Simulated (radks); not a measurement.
Results of a calculation; reference values are marked as such.
Q: Sm2+, configuration [Xe] 4f6. Level of theory: Dirac Kohn-Sham, RPBE, spin-unpolarised, spherical densities, finite nucleus; open shells are shared between the two j in proportion to 2j + 1; Fermi nuclear charge, rms radius 5.0819 fm (a radial shooting solver on a logarithmic mesh with Libxc functionals). Some entries of the table are withheld. Estimate them.

| orbital | occ. | eigenvalue (Ry) | <r^2> (bohr^2) | <1/r> (bohr^-1) |
|---|---|---|---|---|
| 1s1/2 | 2 | -3428.088 | 0.0007048 | 68.82 |
| 2s1/2 | 2 | -560.7481 | 0.01105 | 16.35 |
| 2p1/2 | 2 | -531.5403 | (1) | 16.33 |
| 2p3/2 | 4 | -487.2364 | (2) | 14.56 |
| 3s1/2 | 2 | -123.6148 | 0.07415 | 5.946 |
| 3p1/2 | 2 | -111.0486 | (3) | 5.860 |
| 3p3/2 | 4 | -102.0760 | (4) | 5.413 |
| 3d3/2 | 4 | -80.29775 | 0.06156 | 5.286 |
| 3d5/2 | 6 | -78.34903 | 0.06358 | 5.174 |
| 4s1/2 | 2 | (5) | 0.3787 | 2.476 |
| 4p1/2 | 2 | -20.52472 | 0.4007 | 2.369 |
| 4p3/2 | 4 | -18.55780 | 0.4404 | 2.219 |
| 4d3/2 | 4 | -10.63230 | 0.5133 | 1.999 |
| 4d5/2 | 6 | -10.28096 | 0.5293 | 1.961 |
| 5s1/2 | 2 | -4.15423 | 2.232 | 0.9428 |
| 5p1/2 | 2 | (6) | (7) | 0.8289 |
| 5p3/2 | 4 | (8) | (9) | 0.7768 |
| 4f5/2 | 2.57143 | -1.17206 | 1.314 | 1.374 |
| 4f7/2 | 3.42857 | -1.13205 | 1.364 | 1.356 |

A: 
(1) 2p1/2 <r^2> (bohr^2): 0.008049
(2) 2p3/2 <r^2> (bohr^2): 0.009291
(3) 3p1/2 <r^2> (bohr^2): 0.06932
(4) 3p3/2 <r^2> (bohr^2): 0.07652
(5) 4s1/2 eigenvalue (Ry): -25.34320
(6) 5p1/2 eigenvalue (Ry): -2.86462
(7) 5p1/2 <r^2> (bohr^2): 2.847
(8) 5p3/2 eigenvalue (Ry): -2.60339
(9) 5p3/2 <r^2> (bohr^2): 3.184
